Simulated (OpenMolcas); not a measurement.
## Computed levels of Al

```json
{
 "Program": "OpenMolcas 26.06",
 "Method": "CASSCF",
 "Basis": "ANO-RCC-VQZP [6s5p3d2f1g]",
 "Scalar Hamiltonian": "DKH2, point nucleus",
 "Active space": "3 electrons in 8 orbitals (3s 3p 4s 4p)",
 "State averaging": "2S+1 = 4 odd, 1 root (0 in the spin-orbit step); 2S+1 = 2 odd, 3 roots; 2S+1 = 4 even, 3 roots; 2S+1 = 2 even, 5 roots",
 "Spin-orbit coupling": "state interaction with AMFI integrals over the reference wave functions, term energies averaged over their components"
}
```

Spin-free terms above the lowest, with the occupations of the reference (each correlating shell added to its valence partner):

```json
{"Configuration": "3s² 3p", "Term": "²P°", "E (cm⁻¹)": "0.0", "Occupations": "3s 1.91 3p 1.09"}
{"Configuration": "3s 3p²", "Term": "⁴P", "E (cm⁻¹)": "25046", "Occupations": "3s 1.00 3p 2.00"}
```

With spin-orbit coupling, above the lowest level:

```csv
Configuration,Term,J,E (cm⁻¹),Measured (cm⁻¹),Term weight %
3s² 3p,²P°,1/2,0.0,0.0,100
3s² 3p,²P°,3/2,82.2,112,100
3s 3p²,⁴P,1/2,25038,29020,100
3s 3p²,⁴P,3/2,25076,29067,100
3s 3p²,⁴P,5/2,25138,29143,100
```

Against the 4 measured excited levels shown (NIST Handbook of Basic Atomic Spectroscopic Data) the mean absolute deviation is 3000 cm-1; the largest miss in energy is 3s 3p² ⁴P_5/2: computed 25138, measured 29143 cm⁻¹ (-13.7 %), and the largest in proportion 3s² 3p ²P°_3/2 (-26.6 %).

Spin-orbit coupling puts the lowest level 54.8 cm⁻¹ below the lowest spin-free term.

Without dynamic correlation excited terms often stand tens of per cent too high (terms of higher spin than the ground term too low), and those without a measured partner can miss by more than the paired ones. Active for correlation alone: 4p 4s; no level in the range computed is led by a configuration that fills them, so any true level of that kind is missing. Terms of s pⁿ other than that of highest spin mix with s² pⁿ⁻² d, which this space lacks; all of them can be thousands of cm-1 off, and some have no real level of that name. Computed and measured levels are paired by configuration, term and J; levels that our copy of the source lacks, or whose pairing is in doubt (as where it misses far off the trend of its configuration), stay unpaired and out of the deviations. Levels of configurations outside the active space are missing. The first state left out of the spin-orbit step lies near 55000 cm-1 above the lowest spin-free state of the reference (among the parities and spins computed), and the list stops at four fifths of that energy or lower.

The term weight is that of the spin-free term in the level, not the purity of its configuration. ° marks odd parity.
